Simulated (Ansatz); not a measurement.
FGeH₃S₃, SMILES `[F][Ge]([SH])([SH])[SH]`. The species carries charge 0 and has multiplicity 1.

```xyz
8

F     1.102   -1.407   -1.014
Ge    0.073   -0.344   -0.107
S     0.222   -0.866    2.023
S    -2.034   -0.645   -0.655
S     0.898    1.615   -0.687
H     1.563   -0.767    2.009
H    -1.919    0.143   -1.738
H     0.095    2.270    0.169
```

(1) List the harmonic frequencies (cm⁻¹, unscaled) at PBE0-D4/def2-TZVP in Ansatz. (Best estimate.)

(2) Is this a minimum?

(3) Give the ideal-gas thermochemistry at 298.15 K and 1 bar (rigid rotor, harmonic oscillator; point group C1, symmetry number 1).

(4) Rotational constants (cm⁻¹)?

Answers

(1) Ansatz gave: 80, 112, 123, 146, 188, 200, 214, 240, 378, 438, 439, 697, 719, 760, 786, 2708, 2710, 2712.

(2) Yes, all 18 modes are real.

(3) Zero-point energy 81.6 kJ/mol; H(298) − E = 108.0 kJ/mol; entropy 400.0 J/(mol·K), of which translation 174.3, rotation 121.7, vibration 104.0; G(298) − E = -11.2 kJ/mol. Modes under 100 cm⁻¹ are hindered rotations or soft bends, so the harmonic entropy is rough.

(4) 0.05548, 0.05136, 0.03784.
